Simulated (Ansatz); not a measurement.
Calculated with Ansatz (gas phase, PBE0-D4/def2-TZVP geometries, no zero-point term in ΔE). CCSD(T)/CBS is the MP2 limit (def2-TZVPP, def2-QZVPP) plus CCSD(T) − MP2 in def2-TZVPP, frozen cores. DFT in def2-TZVPP. B3LYP here is the variant with VWN-RPA as its local correlation; programs differ in this. def2 core potentials past Kr. For Sn outer-core shells are correlated without core-valence functions, which leaves a few kJ/mol of doubt a bond. One conformer a species, not always the lowest.

`C=NBCCl` + `[OH][SnH3]` → `OBCCl` + `C=[N][SnH3]`  (redistribution)

```
          level  ΔE (kcal/mol)  difference from CCSD(T)/CBS
      r2SCAN-D4           -1.9                          2.1
            PBE           -1.2                          2.8
           PBE0           -2.5                          1.5
          B3LYP           -1.9                          2.1
  HF/def2-TZVPP           -5.6                         -1.6
 MP2/def2-TZVPP           -5.0                         -1.0
CCSD/def2-TZVPP           -5.1                         -1.1
  HF/def2-QZVPP           -5.3                         -1.3
 MP2/def2-QZVPP           -4.2                         -0.2
 CCSD/CBS(def2)           -3.9                          0.1
    CCSD(T)/CBS           -4.0                            0
```

Largest T1 diagnostic among the species: 0.014.

From PBE to PBE0 (25 % exact exchange), in def2-TZVPP and without D4, ΔE moves by −1.3 kcal/mol.
